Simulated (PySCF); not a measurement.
A structure optimised at PBE0-D3(BJ)/def2-SVP, used in a PySCF frequency run:

```
C
H 1 1.1041
C 1 1.4933 2 108.64
C 3 1.3339 1 125.59 2 0.00
H 4 1.0932 3 121.67 1 -180.00
H 4 1.0951 5 117.05 3 180.00
H 3 1.0992 4 119.21 5 0.00
C 1 1.5599 2 108.23 3 -126.45
H 8 1.0985 1 116.08 2 37.00
H 8 1.1036 9 108.40 1 -124.61
C 1 1.5599 2 108.23 3 126.45
H 11 1.0985 1 116.08 2 -37.00
H 11 1.1036 12 108.40 1 124.61
Si 8 1.8950 9 123.35 10 -130.82
H 14 1.4956 8 113.68 9 -28.45
H 14 1.4962 15 108.73 8 -136.63
```

### Question
Write its SMILES, formula and point group.

### Answer
C=CC1C[SiH2]C1, C5H10Si, Cs

### Question
What are its rotational constants (standard atomic weights)?

### Answer
7.9358, 1.5863, 1.4460 GHz
